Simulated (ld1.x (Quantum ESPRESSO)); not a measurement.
## Logarithmic derivatives: beryllium, PAW

ld1.x (Quantum ESPRESSO) 7.5 input, shortened:

```
&input
   title='Be', zed=4., rel=0, dft='REVPBE', iswitch=3,
   config='[He] 2s1.75 2p0'
 /
 &inputp
   pseudotype=3, lpaw=.true., tm=.true., lloc=-1, rcloc=2.40,
   nlcc=.false.,
   which_augfun='BG', rmatch_augfun=0.75
 /
4
1S  1  0   2.00   0.00  0.80  0.85  0.0
2S  2  0   1.75   0.00  0.80  0.85  0.0
2P  2  1   0.00   0.00  3.20  4.25  0.0
2P  2  1   0.00   4.80  3.20  4.25  0.0
 &test
   configts(1)='1s2 2s1.75 2p0'
 /
```

The phase is arctan(r·u′/u) with u = r·R(r), unwrapped; energies in Ry, scanned from -10 to 5 Ry. A pole is an energy at which the radial function vanishes at the test radius. The pseudo phase is shifted by a multiple of π to meet the all-electron one at the reference energy, and phase errors are pseudo minus all-electron; the curves can meet again beyond the range given. Levels narrower than the energy grid can be missing from the lists of poles.

```
channel  radius (bohr)  reference energy (Ry)  poles, all-electron      poles, pseudo  unbroken range about the reference energy with phases within 0.05 rad  phase error 1 Ry above the reference energy (rad)
      s           4.57                  -0.55    -0.47, 1.34, 4.19  -0.47, 1.34, 4.24                                                              below 2.4                                             +0.006
      p           4.57                  -0.28    -0.15, 1.39, 3.89        -0.13, 3.41                                                           -0.3 to -0.1                                             +2.113
```

Phases in the p channel:

```csv
E (Ry),all-electron,pseudo
-10.00,1.501,1.501
-9.76,1.500,1.500
-9.52,1.499,1.499
-9.28,1.498,1.498
-9.04,1.497,1.497
-8.80,1.496,1.496
-8.56,1.495,1.495
-8.32,1.494,1.494
-8.08,1.493,1.493
-7.84,1.492,1.492
-7.60,1.490,1.491
-7.36,1.489,1.489
-7.12,1.488,1.488
-6.88,1.486,1.486
-6.64,1.485,1.485
-6.40,1.483,1.483
-6.16,1.481,1.482
-5.92,1.480,1.480
-5.68,1.478,1.478
-5.44,1.475,1.476
-5.20,1.473,1.473
-4.96,1.471,1.471
-4.72,1.468,1.468
-4.48,1.465,1.466
-4.24,1.462,1.462
-4.00,1.459,1.459
-3.76,1.455,1.456
-3.52,1.451,1.452
-3.28,1.446,1.447
-3.04,1.441,1.442
-2.80,1.435,1.437
-2.56,1.429,1.430
-2.32,1.421,1.423
-2.08,1.411,1.414
-1.84,1.400,1.403
-1.60,1.386,1.390
-1.36,1.367,1.373
-1.12,1.340,1.349
-0.88,1.297,1.311
-0.64,1.209,1.232
-0.40,0.759,0.814
-0.16,-1.553,-1.528
0.08,-1.825,-1.733
0.32,-2.133,-1.837
0.56,-3.408,-1.963
0.80,-4.367,-2.199
1.04,-4.583,-2.811
1.28,-4.680,-3.799
1.52,-4.747,-4.257
1.76,-4.810,-4.438
2.00,-4.895,-4.531
2.24,-5.076,-4.587
2.48,-5.965,-4.626
2.72,-7.394,-4.655
2.96,-7.651,-4.678
3.20,-7.743,-4.697
3.44,-7.793,-4.715
3.68,-7.829,-4.731
3.92,-7.857,-4.747
4.16,-7.883,-4.764
4.40,-7.912,-4.783
4.64,-7.946,-4.809
4.88,-7.997,-4.859
```
